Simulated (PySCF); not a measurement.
# Computed data sheet: `c1(cnc[n-]1)OC`

C4H5N2O (charge -1).
Structure used (PBE0-D3(BJ)/def2-SVP), in Å, numbered top down from 1:
```
atom  x, y, z in Å
C1     2.025    0.417    0.116
O2     1.189   -0.517   -0.480
C3    -0.148   -0.345   -0.199
C4    -1.207   -1.087   -0.716
N5    -2.364   -0.593   -0.176
C6    -1.934    0.394    0.613
N7    -0.596    0.599    0.645
H8     3.058    0.174   -0.185
H9     1.950    0.406    1.220
H10    1.788    1.454   -0.195
H11   -1.183   -1.921   -1.420
H12   -2.621    1.012    1.205
```

Structural features include: ether.

From PBE0-D3(BJ)/def2-SVP geometry optimisation, gas phase (PySCF):

```
Rotational constants A, B, C : 8.090, 2.158, 1.722 GHz
```

From PBE0/pcSseg-1 ground state and GIAO shieldings, non-relativistic (PySCF):

```
HOMO energy                                                 : -0.12 eV
LUMO energy                                                 : 5.61 eV
HOMO–LUMO gap                                               : 5.73 eV
Lowest Hirshfeld atomic charge                              : -0.31 e on N5
Highest Hirshfeld atomic charge                             : +0.02 e on C3/H8/H9/H10
13C chemical shifts (computed TMS as zero) by class         : 160.4 (C3), 135.8 (C6), 102.4 (C4), 53.3 (C1) ppm
1H chemical shifts (computed TMS as zero) by class          : 6.33 (H12), 5.95 (H11), 3.56 (H8/H9/H10) ppm
Isotropic shieldings of nuclei other than C and H, by class : -27 (N5), 7 (N7), 280 (O2) ppm
Mayer bond orders between heavy atoms                       : C1–O2 0.97, O2–C3 0.92, C3–C4 1.45, C4–N5 1.36, N5–C6 1.55, C6–N7 1.41, N7–C3 1.42
```

From B3LYP/pcJ-1 indirect spin-spin coupling, non-relativistic, gas phase; spin–dipole term left out for some pairs (PySCF):

```
Largest of the computed one-bond spin–spin couplings (means over like bonds) : 13C–1H +191.2 (C6–H12), 13C–1H +180.3 (C4–H11), 13C–1H +143.2 (C1–H8 and 2 like it), 13C–13C +86.5 (C3–C4), 17O–13C +22.7 (O2–C3), 17O–13C +22.3 (O2–C1), 15N–13C -5.1 (N7–C3), 15N–13C +1.5 (N5–C6) Hz
```

Monoisotopic mass of the ion (most abundant isotopes, electron mass counted): 97.0407 u.

The rotational constants make it an asymmetric top with κ = (2B − A − C)/(A − C) = -0.86, nearer the prolate limit (−1). With B = h/(8π²I), that is 505.379 GHz u Å² over I, the principal moments of inertia are 62.5, 234.2 and 293.4 u Å² (most abundant isotopes).

 NMR classes are plain means over equivalent atoms (diastereotopic ones count apart unless rotation or inversion swaps them), as if these changed places fast; in this geometry the members of some classes differ. The HOMO energy is positive, so at this level the finite basis confines the outermost electrons. No diffuse functions stand in pcJ-1 and pcSseg-1, which bears on an anion's orbital energies.

One conformer stands for the species.
